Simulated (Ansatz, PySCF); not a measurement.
System: C₃H₃O, charge -1, multiplicity 1. It need not be the lowest isomer of its formula. Whether it binds its extra electron was not tested at this geometry. 
Coordinates optimised at B3LYP-D3(BJ)/def2-TZVP (Ansatz, an electronic-structure program):
SMILES: C#CC[O-]
```xyz
7

C      1.8981    -0.0070    -0.1338
C      0.7170    -0.1885     0.0609
C     -0.7759    -0.3447     0.2631
O     -1.5151     0.6178    -0.2604
H      2.9252     0.1822    -0.3218
H     -0.8651    -0.4887     1.3873
H     -0.9749    -1.3950    -0.1240
```
Charge -1, spin multiplicity 1.

Total electronic energies in hartree. Cores are frozen in the correlated levels unless marked. No spin-orbit coupling. Non-relativistic. CBS(X,Y): correlation extrapolated as X^-3; Hartree-Fock from the larger set. The bracket is a focal-point correction in the basis named.

```csv
level,program,energy (Eh)
HF/STO-3G,Ansatz,-187.45265
RI-HF/aug-cc-pVTZ,Ansatz,-190.17088
r2SCAN/def2-TZVPD,Ansatz,-191.22875
B97M-V/def2-TZVPD,Ansatz,-191.31627
B3LYP-D4/def2-TZVPD,Ansatz + dftd4,-191.35404
PBE0/def2-SVP,Ansatz,?
r2SCANh-D4/def2-TZVPD,Ansatz + dftd4,-191.21705
r2SCAN0/def2-TZVPD,Ansatz,-191.19777
M06-2X/def2-TZVPD,PySCF,-191.25806
LC-wPBE-D4/def2-TZVPD,Ansatz + dftd4,-191.20668
B2GP-PLYP-D3(BJ)/def2-TZVPD,Ansatz + dftd3,-191.14923
B2GP-PLYP/def2-TZVPD,Ansatz,-191.14711
B2PLYP-D4/def2-TZVPD,Ansatz + dftd4,-191.19073
RI-MP2/cc-pVTZ,Ansatz,-190.88362
SCS-MP2/cc-pVTZ,Ansatz,-190.87218
SCS-MP2/cc-pVQZ,Ansatz,-190.94670
CCSD/aug-cc-pVDZ,Ansatz,-190.76593
CCSD/aug-cc-pVTZ,Ansatz,-190.92333
CCSD/cc-pVQZ,Ansatz,-190.95922
CCSD(T)/cc-pVDZ,Ansatz,-190.72054
CCSD(T)/cc-pVDZ,PySCF,-190.72055
CCSD(T)/aug-cc-pVTZ,Ansatz,-190.96158
"RI-MP2/CBS(aug-cc-pVTZ,aug-cc-pVQZ)+[CCSD(T)-MP2]/aug-cc-pVTZ",Ansatz,-191.0467
```

Q: Some entries are withheld; supply them.

A: 
- PBE0/def2-SVP, energy (Eh): -190.86925
